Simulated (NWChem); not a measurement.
**Polarisability of boron oxyfluoride (BFO)**

```xyz
3

F      0.0000     0.0000    -1.1962
B      0.0000     0.0000     0.0865
O      0.0000     0.0000     1.2917
```
Charge 0, spin multiplicity 1.

All runs are NWChem calculations. All single points use one geometry, from PBE0/def2-SVP, a minimum by its harmonic frequencies.

Basis set: def2-SVPD. The field's frequency is 0.0773 Ha (589 nm).

```tsv
method	isotropic polarisability (bohr³)	difference from CCSD linear response
LDA (SVWN5)	17.66	+0.46
PBE	17.80	+0.60
HF	14.81	-2.38
B3LYP	16.99	-0.21
CCSD linear response	17.19	0.00
```

The values span 2.99 bohr³, from HF (lowest) to PBE (highest). 

The correlated methods keep 3 core orbitals frozen. B3LYP has NWChem's definition, with VWN1-RPA local correlation. No row is a measurement; the coupled-cluster row has its own basis-set and correlation limits.
